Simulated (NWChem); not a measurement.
System: SiH2O2F2; SMILES O[Si](O)(F)F

Input file for NWChem:

```
start job
memory heap 200 mb stack 900 mb global 1100 mb
geometry units angstroms noautosym nocenter noautoz
  O     -0.077617    -1.314833     0.964336
  Si     0.000003     0.000002     0.012965
  O      0.077623     1.314832     0.964333
  F     -1.272428     0.030575    -0.970173
  F      1.272433    -0.030583    -0.970176
  H     -0.520045    -2.093270     0.615146
  H      0.520038     2.093277     0.615146
end
basis spherical
  O library 6-31g*
  Si library 6-31g*
  F library 6-31g*
  H library 6-31g*
end
dft
  xc hfexch
  iterations 150
  mulliken
end
task dft energy
esp
  recalculate
  probe 0.07
  range 0.3
  factor 1.0
  spacing 0.02
end
task esp
```

The geometry was optimised at PBE0/def2-SVP.

Atomic charges in e: unrestrained fits to the electrostatic potential beside Mulliken populations; buried atoms are poorly determined by the fit.

Atoms are numbered as in the input.

Give the results of this calculation. (Hartree-Fock/6-31G* (spherical d).) Quantities: ESP O1; Mulliken O1; ESP Si2; Mulliken Si2; ESP O3; Mulliken O3; ESP F4; Mulliken F4; ESP F5; Mulliken F5; relative RMS misfit of the potential (%).


```json
{
 "ESP O1": "-0.77",
 "Mulliken O1": "-0.86",
 "ESP Si2": "1.48",
 "Mulliken Si2": "1.78",
 "ESP O3": "-0.77",
 "Mulliken O3": "-0.86",
 "ESP F4": "-0.42",
 "Mulliken F4": "-0.53",
 "ESP F5": "-0.42",
 "Mulliken F5": "-0.53",
 "relative RMS misfit of the potential (%)": "13"
}
```
